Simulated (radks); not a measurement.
The numbers below are computed, except where a source is named.
Task: All-electron atom: the bromine ion Br3+ in [Ar] 3d10 4s2 4p2. Level of theory: scalar-relativistic Kohn-Sham, BLYP, spin-polarised, spherical densities, point nucleus; open shells are filled with parallel spins first (a radial shooting solver on a logarithmic mesh with Libxc functionals). Some entries of the table are withheld. Estimate them.

orbital,occ.,eigenvalue (hartree),<r> (bohr)
1s up,1,-490.9900,0.04275
1s down,1,-490.9837,0.04275
2s up,1,-65.12311,0.1895
2s down,1,-65.11964,0.1895
2p up,3,-57.61980,0.1654
2p down,3,-57.61388,0.1654
3s up,1,-10.14726,0.5513
3s down,1,-10.13897,0.5512
3p up,3,-7.77806,0.5638
3p down,3,-7.76872,0.5635
3d up,5,-3.85633,0.5886
3d down,5,-3.84445,0.5865
4s up,1,(1),(2)
4s down,1,(3),(4)
4p up,2,-1.49571,1.759
4p down,0,-1.41728,1.778
4d up,0,-0.79078,2.456
4d down,0,-0.73708,2.579
5s up,0,-0.72322,3.478

Result: 
(1) 4s up eigenvalue (hartree): -2.02282
(2) 4s up <r> (bohr): 1.546
(3) 4s down eigenvalue (hartree): -1.94366
(4) 4s down <r> (bohr): 1.546
